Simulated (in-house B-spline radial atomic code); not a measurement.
Removing one electron from Ta⁵⁺

Closed shell [Xe] 4f14. Computed with a B-spline radial code for spherical atoms: Koopmans values of Dirac-Hartree-Fock plus a diagonal self-energy, in second order or with its direct term screened (direct RPA, with the hole-particle interaction, or full time-dependent Hartree-Fock), linearised in energy; no-pair Dirac-Coulomb Hamiltonian, finite nucleus. Shifts add to the Koopmans value (the ΔSCF shift is orbital relaxation alone); the final value takes TDHF screening with Breit and QED.

Command:
```bash
python run_mb.py task.json out
```
Settings (nuclear radius in fm, box in bohr, cutoff in hartree):
```
basis_form          2
Z                   73
core_configuration  [Xe] 4f14
rms_radius          5.3507
mass_number         181
speed_of_light      137.036
box_radius          10.79
lmax                7
intervals           62
virtual_cutoff      21316.0
```

Time taken, with all properties: 4 min on 1 thread of Arm Neoverse N1 (shared host).

Energies in eV:

| subshell | Koopmans | ΔSCF shift | second order | direct RPA | hole-particle | TDHF | Breit + QED | final |
| --- | --- | --- | --- | --- | --- | --- | --- | --- |
| 4f7/2 | 97.07 | -6.515 | ? | ? | ? | ? | ? | ? |
| 4f5/2 | 99.23 | -6.719 | -8.553 | -2.852 | -3.593 | -3.659 | 0.136 | 95.71 |
| 5p3/2 | 100.33 | -0.778 | 0.597 | 0.617 | 0.498 | 0.548 | -0.089 | 100.79 |
| 5p1/2 | 110.18 | -0.975 | 0.213 | 0.515 | 0.282 | 0.310 | -0.197 | 110.29 |

What does the self-energy do to 4f7/2?

It shifts the removal energy by -8.197 eV in second order, -2.708 with direct RPA, -3.432 with the hole-particle term and -3.492 with TDHF screening (quasi-particle weight 0.952); Breit and QED add 0.212 eV. The final value is 93.79 eV, against 94.01 ± 0.05 eV (NIST, semi-empirical).
